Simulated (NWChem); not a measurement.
System: C₄H₇O, doublet; SMILES [CH]1CCOC1

The following NWChem deck was run.

```
start job
memory heap 200 mb stack 900 mb global 1100 mb
geometry units angstroms noautoz
  C     -1.193416     0.344311    -0.056640
  C     -0.050149     1.277289     0.131176
  C      1.127736     0.345665    -0.172849
  O      0.705870    -0.937680     0.223129
  C     -0.670792    -1.051576    -0.058203
  H     -2.247423     0.618821    -0.111516
  H     -0.082690     2.163538    -0.524616
  H      0.001985     1.654837     1.173054
  H      2.048494     0.590464     0.376817
  H      1.358763     0.369769    -1.258159
  H     -1.134220    -1.704621     0.705692
  H     -0.840231    -1.550485    -1.041005
end
basis spherical
  * library def2-svp
end
dft
  odft
  mult 2
  xc b3lyp
  iterations 150
  mulliken
end
task dft energy
```

NWChem printed, in part:

```
             Northwest Computational Chemistry Package (NWChem) 7.3.0
             --------------------------------------------------------

 C1  symmetry detected

                             Geometry "geometry" -> ""
                             -------------------------

 Output coordinates in angstroms (scale by  1.889725989 to convert to a.u.)

  No.       Tag          Charge          X              Y              Z
 ---- ---------------- ---------- -------------- -------------- --------------
    1 C                    6.0000    -1.21390030     0.26646806    -0.03903023
    2 C                    6.0000    -0.12790257     1.26687256     0.14147461
    3 C                    6.0000     1.10055867     0.41338861    -0.19051285
    4 O                    8.0000     0.76548051    -0.89756507     0.19790312
    5 C                    6.0000    -0.60574706    -1.09411313    -0.06367302
    6 H                    1.0000    -2.28364883     0.47539430    -0.07488804
    7 H                    1.0000    -0.22577453     2.15581092    -0.50410189
    8 H                    1.0000    -0.08278599     1.63662817     1.18647006
    9 H                    1.0000     2.01294939     0.70956413     0.34770439
   10 H                    1.0000     1.31240689     0.46253423    -1.27888655
   11 H                    1.0000    -1.01558396    -1.78223716     0.70005984
   12 H                    1.0000    -0.75945953    -1.59287062    -1.04913381

 Effective nuclear repulsion energy (a.u.)     182.2253597594

                                 NWChem DFT Module
                                 -----------------

 Summary of "ao basis" -> "ao basis" (spherical)
 ------------------------------------------------------------------------------
       Tag                 Description            Shells   Functions and Types
 ---------------- ------------------------------  ------  ---------------------
 C                          def2-svp                 6       14   3s2p1d
 O                          def2-svp                 6       14   3s2p1d
 H                          def2-svp                 3        5   2s1p

            General Information
            -------------------
          SCF calculation type: DFT
          Wavefunction type:  spin polarized.
          No. of atoms     :    12
          No. of electrons :    39
           Alpha electrons :    20
            Beta electrons :    19
          Charge           :     0
          Spin multiplicity:     2
          Use of symmetry is: off; symmetry adaption is: off
          Maximum number of iterations: 150
          AO basis - number of functions:   105
                     number of shells:    51
          Convergence on energy requested:  1.00D-06
          Convergence on density requested:  1.00D-05
          Convergence on gradient requested:  5.00D-04

              XC Information
              --------------
                         B3LYP Method XC Potential
                     Hartree-Fock (Exact) Exchange  0.200
                        Slater Exchange Functional  0.800 local
                    Becke 1988 Exchange Functional  0.720 non-local
              Lee-Yang-Parr Correlation Functional  0.810
                  VWN I RPA Correlation Functional  0.190 local

             Grid Information
             ----------------
          Grid used for XC integration:  medium
          Radial quadrature: Mura-Knowles
          Angular quadrature: Lebedev.
          Tag              B.-S. Rad. Rad. Pts. Rad. Cut. Ang. Pts.
          ---              ---------- --------- --------- ---------
          C                   0.70       49          10.0       434
          O                   0.60       49          10.0       434
          H                   0.35       45          11.0       434
          Grid pruning is: on
          Number of quadrature shells:   560
          Spatial weights used:  Erf1

      Superposition of Atomic Density Guess
      -------------------------------------

 Sum of atomic energies:        -228.68534904

      Non-variational initial energy
      ------------------------------

 Total energy =    -231.949454
 1-e energy   =    -669.557447
 2-e energy   =     255.382633
 HOMO         =      -0.119630
 LUMO         =       0.108503

     ---------------------------------------------
      Total Density - Mulliken Population Analysis
     ---------------------------------------------

    Atom       Charge   Shell Charges
 -----------   ------   -------------------------------------------------------
    1 C    6     6.31   1.99  0.98  0.36  1.91  1.03  0.03
    2 C    6     6.16   1.99  0.97  0.16  2.02  0.99  0.04
    3 C    6     5.78   1.99  0.94  0.18  1.81  0.81  0.06
    4 O    8     8.64   1.99  1.10  0.69  2.97  1.88  0.01
    5 C    6     5.71   1.99  0.94  0.14  1.81  0.78  0.06
    6 H    1     0.90   0.66  0.21  0.03
    7 H    1     0.89   0.66  0.20  0.02
    8 H    1     0.89   0.67  0.20  0.02
    9 H    1     0.93   0.70  0.22  0.02
   10 H    1     0.94   0.70  0.22  0.02
   11 H    1     0.92   0.68  0.21  0.02
   12 H    1     0.93   0.68  0.22  0.02

     --------------------------------------------
      Spin Density - Mulliken Population Analysis
     --------------------------------------------

    Atom       Charge   Shell Charges
 -----------   ------   -------------------------------------------------------
    1 C    6     0.77   0.00  0.00  0.00  0.43  0.35 -0.00
    2 C    6     0.01   0.00  0.00 -0.00  0.01 -0.00  0.01
    3 C    6     0.01   0.00  0.00  0.00  0.00  0.00  0.00
    4 O    8     0.00   0.00  0.00  0.00  0.00  0.00  0.00
    5 C    6     0.02   0.00  0.00  0.00  0.01 -0.00  0.01
    6 H    1     0.01   0.00  0.00  0.01
    7 H    1     0.03   0.02  0.01  0.00
    8 H    1     0.06   0.04  0.02  0.00
    9 H    1     0.00   0.00  0.00  0.00
   10 H    1     0.00   0.00  0.00  0.00
   11 H    1     0.04   0.03  0.01  0.00
   12 H    1     0.05   0.04  0.01  0.00

   convergence    iter        energy       DeltaE   RMS-Dens  Diis-err
 ---------------- ----- ----------------- --------- --------- ---------
 d= 0,ls=0.0,diis     1   -231.5454293516 -4.14D+02  5.07D-03  1.33D-01
                                                     4.93D-03  1.32D-01
 d= 0,ls=0.0,diis     2   -231.5720682668 -2.66D-02  2.47D-03  1.07D-01
                                                     2.40D-03  1.05D-01
 d= 0,ls=0.0,diis     3   -231.6082612257 -3.62D-02  7.64D-04  1.68D-02
                                                     7.24D-04  1.68D-02
 d= 0,ls=0.0,diis     4   -231.6140706013 -5.81D-03  2.41D-04  6.98D-04
                                                     2.42D-04  7.56D-04
 d= 0,ls=0.0,diis     5   -231.6143829535 -3.12D-04  8.41D-05  6.37D-05
                                                     7.40D-05  5.24D-05
  Resetting Diis
 d= 0,ls=0.0,diis     6   -231.6144152495 -3.23D-05  1.87D-05  1.44D-06
                                                     1.67D-05  1.52D-06
 d= 0,ls=0.0,diis     7   -231.6144168585 -1.61D-06  4.14D-06  7.39D-08
                                                     5.59D-06  1.95D-07
 d= 0,ls=0.0,diis     8   -231.6144169424 -8.39D-08  2.62D-06  1.08D-07
                                                     1.77D-06  5.29D-08

         Total DFT energy =     -231.614416942431
      One electron energy =     -673.941122684241
           Coulomb energy =      293.004255086025
    Exchange-Corr. energy =      -32.902909103619
 Nuclear repulsion energy =      182.225359759404

 Numeric. integr. density =       38.999977569425

                    DFT Final Alpha Molecular Orbital Analysis
                    ------------------------------------------

 Vector   18  Occ=1.000000D+00  E=-3.214837D-01
              MO Center=  5.6D-01, -3.5D-01,  1.3D-01, r^2= 2.3D+00
   Bfn.  Coefficient  Atom+Function         Bfn.  Coefficient  Atom+Function
  ----- ------------  ---------------      ----- ------------  ---------------
    47     -0.325565   4 O  py               46      0.297487   4 O  px
    50     -0.236885   4 O  py               49      0.215604   4 O  px
    18      0.188370   2 C  px                5     -0.175370   1 C  py
    60     -0.169299   5 C  px               86     -0.169513   9 H  s
    33      0.166613   3 C  py               45      0.160126   4 O  s

 Vector   19  Occ=1.000000D+00  E=-2.545761D-01
              MO Center=  5.9D-01, -6.0D-01, -3.6D-02, r^2= 2.0D+00
   Bfn.  Coefficient  Atom+Function         Bfn.  Coefficient  Atom+Function
  ----- ------------  ---------------      ----- ------------  ---------------
    48      0.517909   4 O  pz               51      0.390225   4 O  pz
    91      0.220477  10 H  s                92      0.179661  10 H  s
    47      0.177595   4 O  py              101      0.175929  12 H  s
    34     -0.148605   3 C  pz              102      0.147754  12 H  s
    50      0.137757   4 O  py               46     -0.123190   4 O  px

 Vector   20  Occ=1.000000D+00  E=-1.946500D-01
              MO Center= -1.0D+00,  1.9D-01, -2.2D-02, r^2= 2.1D+00
   Bfn.  Coefficient  Atom+Function         Bfn.  Coefficient  Atom+Function
  ----- ------------  ---------------      ----- ------------  ---------------
     6      0.577975   1 C  pz                9      0.506194   1 C  pz
    81     -0.182012   8 H  s               101      0.177730  12 H  s
    82     -0.168651   8 H  s                96     -0.162136  11 H  s
   102      0.155991  12 H  s                97     -0.144330  11 H  s
    76      0.125148   7 H  s                77      0.116107   7 H  s

[...]
```

Level: B3LYP/def2-SVP, spin-unrestricted. Geometry: optimised at PBE0/def2-SVP, spin-unrestricted. Not confirmed as a minimum by frequencies. No stability test was run on the SCF state.
